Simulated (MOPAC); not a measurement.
A run for MOPAC: PM6 on RhCl, 2S+1 = 3, a spin state set in the input, which need not be the lowest, a point of a bond scan (R = 2.388 Å).

```
PM6 1SCF PRECISE CHARGE=0 UHF MS=1 THREADS=1
ClRh

Rh     0.00000000 1     0.00000000 1     0.00000000 1
Cl     0.00000000 1     0.00000000 1     2.38831500 1
```

The log:

```
*******************************************************************************
 **                                                                           **
 **                              MOPAC v23.2.5                                **
 **                                                                           **
 *******************************************************************************
 ** MOPAC's Digital Object Identifier: https://doi.org/10.5281/zenodo.6511958 **
 **                                                                           **
 ** Please cite the open-source release paper for use of this MOPAC version:  **
 ** J. E. Moussa and J. J. P. Stewart (2026)                                  **
 ** MOPAC: An open-source semiempirical molecular orbital program             **
 ** J. Open Source Softw., 11(119), 8025, https://doi.org/10.21105/joss.08025 **
 *******************************************************************************

                              PM6 CALCULATION RESULTS

 *******************************************************************************
 *  PM6        - The PM6 Hamiltonian to be used
 *  UHF        - UNRESTRICTED HARTREE-FOCK CALCULATION
 *
 *
 *
 *                 CHARGE ON SYSTEM = 0
 *
 *
 *
 *  MS=        - IN MECI, MAGNETIC COMPONENT OF SPIN =  1.0
 *  PRECISE    - TIGHTER CRITERIA TO BE USED
 *  1SCF       - DO 1 SCF AND THEN STOP
 *  THREADS=1  - MULTI-THREADING NOT USED
 *  T=         - A TIME OF 172800.0 SECONDS REQUESTED
 *  DUMP=N     - RESTART FILE WRITTEN EVERY 7200.0 SECONDS REQUESTED
 *******************************************************************************
PM6 1SCF PRECISE CHARGE=0 UHF MS=1 THREADS=1
 ClRh

   ATOM   CHEMICAL          X               Y               Z
  NUMBER   SYMBOL      (ANGSTROMS)     (ANGSTROMS)     (ANGSTROMS)

     1      Rh          0.00000000  *   0.00000000  *   0.00000000  *
     2      Cl          0.00000000  *   0.00000000  *   2.38831500  *



          CARTESIAN COORDINATES

    NO.       ATOM           X           Y           Z

     1        Rh          0.0000      0.0000      0.0000
     2        Cl          0.0000      0.0000      2.3883

 General Reference for PM6:
 "Optimization of Parameters for Semiempirical Methods V: Modification of NDDO Approximations
 and Application to 70 Elements", J. J. P. Stewart, J. Mol. Mod., 13, 1173-1213 (2007)
 URL: https://link.springer.com/article/10.1007/s00894-007-0233-4

           Empirical Formula: Rh Cl  =     2 atoms



      MOLECULAR POINT GROUP   :   C*v


          UHF CALCULATION, NO. OF ALPHA ELECTRONS =    9
                           NO. OF BETA  ELECTRONS =    7

 -------------------------------------------------------------------------------
 PM6 1SCF PRECISE CHARGE=0 UHF MS=1 THREADS=1
 ClRh



     1SCF WAS SPECIFIED, SO BFGS WAS NOT USED
     SCF FIELD WAS ACHIEVED


                              PM6 CALCULATION
                                                       MOPAC v23.2.5 Linux




          FINAL HEAT OF FORMATION =        122.24594 KCAL/MOL =     511.47702 KJ/MOL


          COSMO AREA              =        103.15 SQUARE ANGSTROMS
          COSMO VOLUME            =         92.45 CUBIC ANGSTROMS

          IONIZATION POTENTIAL    =          8.746623 EV
          ALPHA SOMO LUMO (EV)    =         -8.878 -4.022
          BETA  SOMO LUMO (EV)    =         -8.747 -5.562
          NO. OF ALPHA ELECTRONS  =          9
          NO. OF BETA  ELECTRONS  =          7
          MOLECULAR WEIGHT        =        138.3585         POINT GROUP:  C*v

          MOLECULAR DIMENSIONS (Angstroms)

            Atom       Atom       Distance
           Cl     2   Rh     1     2.38831
           Cl     2   Rh     1     0.00000
           Rh     1   Cl     2     0.00000


          SCF CALCULATIONS        =          1





   ATOM   CHEMICAL          X               Y               Z
  NUMBER   SYMBOL      (ANGSTROMS)     (ANGSTROMS)     (ANGSTROMS)

     1      Rh          0.00000000  *   0.00000000  *   0.00000000  *
     2      Cl          0.00000000  *   0.00000000  *   2.38831500  *

                             CARTESIAN COORDINATES

   1   Rh        0.000000000     0.000000000     0.000000000
   2   Cl        0.000000000     0.000000000     2.388315000


           Empirical Formula: Rh Cl  =     2 atoms



      MOLECULAR POINT GROUP   :   C*v


          ALPHA EIGENVALUES
 -26.67363 -12.70983 -11.81044 -11.81044  -9.65467  -9.65467  -9.34822  -9.34822
  -8.87785  -4.02224  -0.09577   0.16521   0.16521  88.26704  88.35953  88.35953
  88.68526  88.68526


           BETA EIGENVALUES
 -25.38381 -12.58129 -10.95060 -10.95060  -9.03034  -9.03034  -8.74662  -5.56189
  -5.56189  -3.51974  -0.13514   0.15593   0.15593  88.33822  88.51460  88.51460
  89.06195  89.06195


              NET ATOMIC CHARGES AND DIPOLE CONTRIBUTIONS

  ATOM NO.   TYPE          CHARGE      No. of ELECS.   s-Pop       p-Pop       d-Pop
    1         Rh           0.160757        8.8392     0.52902     0.04534     8.26488
    2         Cl          -0.160757        7.1608     1.99349     5.16640     0.00087
 DIPOLE           X         Y         Z       TOTAL
 POINT-CHG.     0.000     0.000    -1.844     1.844
 HYBRID         0.000    -0.000    -0.000     0.000
 SUM            0.000    -0.000    -1.844     1.844


          ATOMIC ORBITAL ELECTRON POPULATIONS

     Atom    s        px        py        pz      x^2-y^2     xz        z^2       yz        xy
    1 Rh   0.52902   0.00115   0.00115   0.04304   1.99998   1.15933   1.94627   1.15933   1.99998
    2 Cl   1.99349   1.83928   1.83928   1.48785   0.00002   0.00024   0.00033   0.00024   0.00002


                    (SZ)    =    1.000000
                    (S**2)  =    2.005492


          ATOMIC ORBITAL SPIN POPULATIONS

    Atom   Total    s     px     py     pz   x^2-y^2  xz     z^2    yz     xy
         Atomic
    1 Rh  1.7391  0.057 -0.000 -0.000 -0.001  0.000  0.840  0.003  0.840  0.000
    2 Cl  0.2609  0.001  0.160  0.160 -0.060 -0.000  0.000  0.000  0.000 -0.000

 **********************
 *                    *
 * JOB ENDED NORMALLY *
 *                    *
 **********************




 == MOPAC DONE ==
```

The run finished.

Cost: roughly 0.03 core-seconds.
